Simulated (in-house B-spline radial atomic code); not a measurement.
PBE excitations of the neon ion Ne⁸⁺

Method: PBE. Computed with an all-electron radial atomic-structure program (B-spline basis): linear response of the closed shell 1s2 with the functional's adiabatic kernel; scalar-relativistic (spin-free one-electron X2C), finite nucleus, no spin-orbit coupling, no double excitations, S, P, D and F terms only.

Command:
```bash
python run_td.py task.json out
```
Settings (radii: box in bohr, nucleus in fm):
```
Z                        10
electrons                2
configuration            1s2
hamiltonian              x2c
method                   pbe,pbe
box_radius               11.59
rms_radius               3.0055
intervals                71
```

Run time, properties included: 0.2 s on 1 thread of Arm Neoverse N1 (shared host).

The lowest states, in the order of their Tamm-Dancoff energies; the method's threshold (minus the highest occupied level) is 1135.95 eV. Labels give the largest channel, * marks a mixed state, and oscillator strengths are full-response dipole values. Semilocal kernels can invert the small singlet-triplet splittings of Rydberg terms. Energies in eV:

```
     state  full response  Tamm-Dancoff  oscillator strength
1s → 2s 3S         883.12        883.14                    -
1s → 2s 1S         892.91        893.03                    -
1s → 2p 3P         894.60        894.63                    -
1s → 2p 1P         901.39        901.42                0.668
1s → 3s 3S        1030.21       1030.21                    -
1s → 3s 1S        1032.60       1032.63                    -
1s → 3p 3P        1033.84       1033.85                    -
1s → 3p 1P        1035.56       1035.57                0.132
1s → 3d 3D        1037.07       1037.07                    -
1s → 3d 1D              ?             ?                    -
1s → 4s 3S        1077.88       1077.88                    -
1s → 4s 1S        1078.83       1078.84                    -
1s → 4p 3P        1079.38       1079.38                    -
1s → 4p 1P        1080.07       1080.08               0.0497
1s → 4d 3D        1080.59       1080.59                    -
1s → 4d 1D        1080.62       1080.62                    -
1s → 4f 3F              ?             ?                    -
1s → 4f 1F        1081.41       1081.41                    -
```

**Question.** Where does 1s → 4f 3F lie?

**Answer.** At 1081.41 eV in full response, 1081.41 eV in Tamm-Dancoff.

**Question.** Where does 1s → 3d 1D lie?

**Answer.** At 1037.14 eV in full response, 1037.14 eV in Tamm-Dancoff.

**Question.** How large is the singlet-triplet splitting of 1s → 2s (S terms) in Tamm-Dancoff?

**Answer.** 9.88 eV, from the unrounded values.

**Question.** What polarisabilities and dispersion coefficient does the method give?

**Answer.** Dipole 0.001061 bohr³, quadrupole 4.136e-05 bohr⁵, C6 3.281e-05 hartree·bohr⁶ for two such species.
